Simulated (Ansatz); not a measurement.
Geometry optimisation, RKS B3LYP/def2-SVP (Ansatz 0.2.0).

Input file:

```yaml
crystal:
  periodic: [false, false, false]
  atoms:
    - { symbol: In, position_ang: [-0.7849, -0.1752, -0.0886] }
    - { symbol: Cl, position_ang: [1.2868, 0.0608, 1.8537] }
    - { symbol: Cl, position_ang: [-1.1579, -2.2081, -1.0739] }
    - { symbol: Cl, position_ang: [-2.3319, 1.5076, 0.1039] }
    - { symbol: H, position_ang: [1.6693, 0.369, 0.1733] }
    - { symbol: F, position_ang: [1.3185, 0.4459, -0.9684] }
basis:
  gaussian: { orbitals: def2-SVP }
hamiltonian:
  xc: b3lyp
relax:
  f_tol: 0.15
  max_steps: 25
  restrain:
    - { distance: [0, 5], at: 3.29, k: 30.0 }
    - { distance: [4, 1], at: 2.63, k: 30.0 }
    - { distance: [0, 1], at: 2.44, k: 30.0 }
    - { distance: [4, 5], at: 0.88, k: 30.0 }
output:
  orbitals: {}
```

Run as:

```bash
$ ansatz run input.yaml --threads 2 --pin off --max-ram 3072MiB --backend cpu --events-out ev --progress --plain --runs-dir out
```

Task: Where does it end, and by what steps?

Result: The forces met the threshold. The restraints hold the end off the free minimum. After 7 steps the energy has fallen by 0.528 eV (the restraints' own energy left out); H5 moved furthest, 0.65 Å. Joined: H5–F6 (1.20 → 0.91 Å).

```tsv
step	energy less start (eV)	largest force component (eV/Å)	accepted
0	0.0000	2.698	yes
1	-0.1885	2.836	yes
2	-0.3412	2.550	yes
3	-0.3925	3.957	yes
4	-0.5261	0.675	yes
5	-0.5278	1.039	yes
6	-0.4943	0.854	no
7	-0.5284	1.035	yes
```

```xyz
6
Properties=species:S:1:pos:R:3
In -0.992 -0.310 0.280
Cl 0.815 -0.208 1.885
Cl -1.320 -2.309 -0.880
Cl -2.407 1.535 0.090
H 2.107 0.583 -0.262
F 1.797 0.708 -1.113
```

Run time: 19 s on 2 threads of Intel(R) Xeon(R) Platinum 8488C (Sapphire Rapids), on a shared host, peak memory 0.26 GiB.
